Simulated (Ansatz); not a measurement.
Job for Ansatz (a program for electronic structure): U-PBE0/def2-TZVPP on BP, 2S+1 = 3, a spin state set in the input, which need not be the lowest, a point of a bond scan (R = 1.743 Å).

Ansatz 0.2 input:
```yaml
crystal:
  periodic: [false, false, false]
  atoms:
    - {symbol: B, position_ang: [0.00000000, 0.00000000, 0.00000000]}
    - {symbol: P, position_ang: [0.00000000, 0.00000000, 1.74322700]}
basis:
  gaussian:
    orbitals: def2-TZVPP
    pivot_positions_ang: [[0.00000000, 0.00000000, 0.00000000], [0.00000000, 0.00000000, 1.74322700]]
hamiltonian:
  xc: {name: PBE0}
magnetization: {spin_polarized: true, initial_magnetization: 2}
output: {forces: true, orbitals: {seedname: ./end}}
```

Task: What total energy does the run end on?

Result: -365.8868 hartree.
